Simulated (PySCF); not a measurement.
C₃H₁₀Si, SMILES C[SiH](C)C.

Coordinates come from a B3LYP-D3(BJ)/def2-SVP optimisation. The isomer is the one that the SMILES or the coordinates give; other isomers of the formula were not compared.

All values below come from PBE/def2-TZVP (PySCF).

Question: Estimate the frontier levels, gap, dipole moment and polarisability. (The exact figures need the calculation; the answer reports its results.)

Answer: 
* **highest occupied level**: -7.21 eV
* **lowest empty level**: 0.30 eV
* **orbital gap**: 7.51 eV
* **dipole moment**: 0.121 e·Å
* **quadrupole, principal values (traceless, Buckingham form, about the centre of nuclear charge)**: -1.11, 0.55, 0.55 D·Å
* **mean static polarisability**: 66.5 bohr³ (9.86 Å³)
* **polarisability, principal values**: 60.6, 69.5, 69.5 bohr³
